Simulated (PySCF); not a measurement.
Sn(H)(Br)(NH2)2 (BrH5N2Sn), SMILES [NH2][SnH]([NH2])[Br]. Atoms are numbered in the order given.

```xyz
9

Sn     0.1517    -0.5966     0.4342
N     -1.4039    -1.8532     0.1077
N      1.7417    -1.4118    -0.5198
Br    -0.2924     1.6940    -0.5344
H      0.4247    -0.3862     2.1032
H     -2.1588    -1.7337     0.7811
H     -1.8086    -1.7505    -0.8217
H      1.4472    -2.0173    -1.2848
H      2.3817    -0.7176    -0.9019
```

The structure is a stationary point at PBE0-D3(BJ)/def2-SVP. The structure was generated by enumeration; whether it is a known compound was not checked. The def2 effective core potentials stand for the cores of Sn; spin–orbit coupling is left out. The values are those of a single conformer.

Calculation: PBE/def2-TZVP in PySCF.

ESP charges are fitted to the potential on shells at 1.4 to 2.0 van der Waals radii. Atomic charges (e):

```
atom  ESP fit  Löwdin    Mulliken
----  -------  ------  ----------
Sn1      0.60    0.26  (withheld)
N2      -0.78   -0.40  (withheld)
N3      -0.80   -0.40  (withheld)
Br4     -0.29   -0.02       -0.37
H5      -0.02   -0.05       -0.04
H6       0.31    0.15  (withheld)
H7       0.31    0.15  (withheld)
H8       0.34    0.15  (withheld)
H9       0.32    0.15  (withheld)
```

Problem. Fill in the missing entries. (Estimate from the structure and the level; the computed values follow.)

Solution. 
- Sn1, Mulliken: 0.89
- N2, Mulliken: -0.72
- N3, Mulliken: -0.71
- H6, Mulliken: 0.23
- H7, Mulliken: 0.24
- H8, Mulliken: 0.23
- H9, Mulliken: 0.24
